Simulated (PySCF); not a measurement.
# Gas-phase thermal properties of GeH₂Cl₂

Energies from PySCF (xtb for GFN2), thermal terms from the rigid-rotor harmonic-oscillator model, ideal gas at 1 bar. 6-31G* has spherical d functions here. All species are closed-shell singlets. B3LYP is the form with VWN-RPA correlation. Ge: all electrons, no relativistic terms. The harmonic model lacks anharmonicity and excited electronic states, which grow with temperature; levels with a mode under 35 cm⁻¹ are left out.

```
level           point group  σ  ZPE (kJ/mol)  S°298 (J/mol/K)  Cp298 (J/mol/K)  S°1000 (J/mol/K)  H1000 − H298 (kJ/mol)
--------------  -----------  -  ------------  ---------------  ---------------  ----------------  ---------------------
B3LYP/6-31G*            C2v  2          48.3            302.1             67.8             402.8                   60.3
GFN2-xTB                C2v  2          42.6            304.8             70.9             408.6                   62.1
HF/6-31G*               C2v  2          52.3            298.9             65.0             397.0                   58.9
PBE/def2-SVP            C2v  2          47.3            302.5             68.2             403.6                   60.6
PBE0/def2-TZVP          C2v  2          49.1            300.9             67.2             401.0                   60.0
```
σ: rotational symmetry number. Electronic degeneracy used: 1. Frequencies are unscaled.
